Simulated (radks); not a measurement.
Task: The mean radii <r> (bohr) of the occupied orbitals of an atom or ion are listed with their occupations. Method: Dirac Kohn-Sham, Slater X-alpha with alpha = 0.631, spin-unpolarised, spherical densities, finite nucleus; Fermi nuclear charge, rms radius of each element as measured or else 0.836 A^(1/3) + 0.57 fm; computed with a radial shooting solver on a logarithmic mesh with Libxc functionals.

orbital  occ.      <r>
1s1/2       2  0.03189
2s1/2       2   0.1382
2p1/2       2   0.1173
2p3/2       4   0.1223
3s1/2       2   0.3803
3p1/2       2   0.3722
3p3/2       4   0.3832
3d3/2       4   0.3566
3d5/2       6   0.3601
4s1/2       2   0.9460
4p1/2       2    1.020
4p3/2       4    1.053
4d3/2     3.6    1.475
4d5/2     5.4    1.499

Name the element and its charge. Open shells, if any, are shared by 2j + 1.

Result: Z = 46, palladium, charge +1: Pd+ in [Kr] 4d9. The 1s radius gives Z: for a bare nucleus <r> = (2 gamma + 1)/(2Z) with gamma = sqrt(1 - (Z/c)^2), 0.03135 bohr for Z = 46, and screening makes it slightly larger (0.03189 here). The occupations add up to 45, and the charge is Z minus that.
